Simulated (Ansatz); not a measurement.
Basis sets compared for Si₉H₁₅ (the lowest doublet isomer of a short search). The state is a doublet with charge 0. Geometry r2SCAN-D4/def2-SVP. Ansatz on 6 threads of Intel Xeon on a shared host; times are rough, and most runs start from earlier orbitals.

```
atom    x (Å)    y (Å)    z (Å)
 Si1   2.0384   0.9791   1.2755
 Si2   0.5339  -2.7838   0.3198
 Si3  -0.1605   1.8292   1.1671
 Si4   2.6372   0.0265  -0.7917
 Si5  -2.6498  -0.6996  -0.1036
 Si6  -1.1156  -0.0459  -1.7665
 Si7   0.8505  -1.3351  -1.4790
 Si8  -0.6867   2.1742  -1.1056
 Si9  -1.7317   0.2073   1.8803
 H10   2.1387  -0.0622   2.3481
 H11  -2.8511  -2.1807  -0.0374
 H12  -1.9250   3.0035  -1.2580
 H13   1.1664  -2.0643  -2.7537
 H14  -0.4492  -3.8949   0.1403
 H15  -2.8112   0.8758   2.6769
 H16   2.8902   1.1141  -1.7890
 H17  -1.6326  -0.1815  -3.1657
 H18  -0.2647   3.0767   1.9912
 H19   2.9873   2.0891   1.6119
 H20  -3.9751  -0.0458  -0.3530
 H21   0.4274   2.8215  -1.8665
 H22  -1.0898  -0.8348   2.7411
 H23   3.8840  -0.7911  -0.6483
 H24   1.7891  -3.2772   0.9661
```

The structure comes from a short search, and lower isomers may exist.

Binding counts from free atoms (Si triplet, H doublet) in the same basis, without a counterpoise term.

| level | functions | energy (Eh) | HOMO (eV) | LUMO (eV) | binding per atom (eV) | wall time |
| --- | --- | --- | --- | --- | --- | --- |
| PBE-D4/def2-SVP | 237 | -2612.3098 | -5.14 | -3.66 | 3.08 | 17 s |
| PBE0-D4/def2-SVP | 237 | -2612.5834 | -6.18 | -2.85 | 3.07 | 32 s |

Q: Estimate the rows for PBE-D4/def2-TZVP (with forces), PBE0-D4/def2-TZVP.

A: 
```json
{"level": "PBE-D4/def2-TZVP (with forces)", "functions": "423", "energy (Eh)": "-2613.2145", "HOMO (eV)": "-5.17", "LUMO (eV)": "-3.71", "binding per atom (eV)": "3.08", "wall time": "43 s"}
{"level": "PBE0-D4/def2-TZVP", "functions": "423", "energy (Eh)": "-2613.4783", "HOMO (eV)": "-6.17", "LUMO (eV)": "-2.85", "binding per atom (eV)": "3.08", "wall time": "1.7 min"}
```
